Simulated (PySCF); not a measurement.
Sn(H)(Cl)2(Et) (C₂H₆Cl₂Sn), SMILES C[CH2][SnH]([Cl])[Cl].

Coordinates come from a B3LYP-D3(BJ)/def2-SVP optimisation. The structure was generated by enumeration; whether it is a known compound was not checked. The def2 effective core potentials stand for the cores of Sn; spin–orbit coupling is left out. The values are those of a single conformer.

All values below come from PBE/def2-TZVP run with PySCF.

Symmetry labels are those of the subgroup Cs that the program uses (full group Cs).

### Question
List the valence orbital energies around the gap with their symmetry. (An estimate is asked for; the answer gives what the named calculation found.)

### Answer

```tsv
orbital	symmetry	energy (eV)
HOMO−7	A"	-9.14
HOMO−6	A'	-8.94
HOMO−5	A"	-8.85
HOMO−4	A'	-8.13
HOMO−3	A'	-7.56
HOMO−2	A"	-7.52
HOMO−1	A"	-7.41
HOMO	A'	-7.10
LUMO	A'	-2.27
LUMO+1	A"	-1.18
LUMO+2	A'	-0.90
LUMO+3	A'	0.15
```
